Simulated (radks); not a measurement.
All-electron atom: Cr8+ in [Ne] 3s2 3p4.

Calculated with a radial shooting solver on a logarithmic mesh with Libxc functionals: non-relativistic Kohn-Sham, PBE, spin-polarised, spherical densities, point nucleus; open shells are filled with parallel spins first.

Energy parts (eV):
part                      energy
total                 -27802.736
kinetic                27786.061
electron-nucleus      -63151.908
Hartree                 8732.532
exchange-correlation   -1169.421

Orbitals (lengths in bohr, moments of r in powers of bohr; r(max) is where P^2 peaks; r(90%) holds 90 % of the orbital's charge):
| orbital | occ. | eigenvalue (eV) | r(90%) | <r^2> | r(max) | <1/r> |
|---|---|---|---|---|---|---|
| 1s up | 1 | -6017.501 | 0.114 | 0.005528 | 0.04224 | 23.52 |
| 1s down | 1 | -6016.405 | 0.114 | 0.005527 | 0.04224 | 23.52 |
| 2s up | 1 | -839.7502 | 0.457 | 0.1027 | 0.2458 | 4.995 |
| 2s down | 1 | -838.8756 | 0.456 | 0.1025 | 0.2459 | 4.995 |
| 2p up | 3 | -741.6458 | 0.426 | 0.08295 | 0.1984 | 4.938 |
| 2p down | 3 | -740.3529 | 0.425 | 0.08287 | 0.1986 | 4.937 |
| 3s up | 1 | -230.3680 | 1.20 | 0.7657 | 0.7447 | 1.729 |
| 3s down | 1 | -225.7137 | 1.21 | 0.7726 | 0.7454 | 1.722 |
| 3p up | 3 | -201.1925 | 1.24 | 0.7947 | 0.7432 | 1.649 |
| 3p down | 1 | -196.6458 | 1.25 | 0.8039 | 0.7441 | 1.643 |
| 3d up | 0 | -155.1865 | 1.27 | 0.7847 | 0.6718 | 1.479 |
| 3d down | 0 | -151.1903 | 1.29 | 0.7942 | 0.6689 | 1.478 |
| 4s up | 0 | -98.6735 | 2.46 | 3.382 | 1.686 | 0.8043 |
| 4s down | 0 | -97.2130 | 2.48 | 3.438 | 1.697 | 0.7983 |

The highest occupied level is 3p down at -196.65 eV. For comparison, the ionisation energy in NIST's Atomic Spectra Database is 209.5 eV (semi-empirical). In exact Kohn-Sham theory the highest level is minus the ionisation energy, but local and semilocal functionals leave it too shallow, through self-interaction and a potential that decays too fast; potentials with the right tail come closer. Summed over all electrons, <r^2> = 5.440 bohr^2, which gives a Langevin (diamagnetic) susceptibility term of -4.31 x 10^-6 cm^3/mol. The density falls to 0.001 e/bohr^3 at r = 2.03 bohr. Spin moment in Bohr magnetons: 2. Virial ratio -V/T = 2.00060.
